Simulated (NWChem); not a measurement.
**A calculation on H2OSi**

```xyz
4

Si     0.3955     0.5087     0.0000
H      1.6041    -0.4718     0.0000
O     -0.8203    -0.6352     0.0000
H     -0.5785    -1.5679     0.0000
```
Charge 0, spin multiplicity 1.

The numbers come from NWChem runs, not from measurements. The geometry was optimised at PBE0/def2-SVP, a minimum by its harmonic frequencies. It is one conformer; others weren't searched.

Symmetry labels belong to the abelian group Cs used in the runs, with the axes of the coordinates shown.

B3LYP has NWChem's definition, with VWN1-RPA local correlation. The structure started from a generated list of species.

Q: List the lowest 4 singlet excitations that TD-B3LYP/aug-cc-pVDZ, VWN1-RPA local correlation gives, with oscillator strengths.

A: 
```json
[
 {"state": "1", "symmetry": "a\"", "energy (eV)": "3.22", "wavelength (nm)": "385", "f": "0.023"},
 {"state": "2", "symmetry": "a'", "energy (eV)": "4.96", "wavelength (nm)": "250", "f": "0.050"},
 {"state": "3", "symmetry": "a'", "energy (eV)": "5.86", "wavelength (nm)": "212", "f": "0.095"},
 {"state": "4", "symmetry": "a\"", "energy (eV)": "6.06", "wavelength (nm)": "205", "f": "0.027"}
]
```
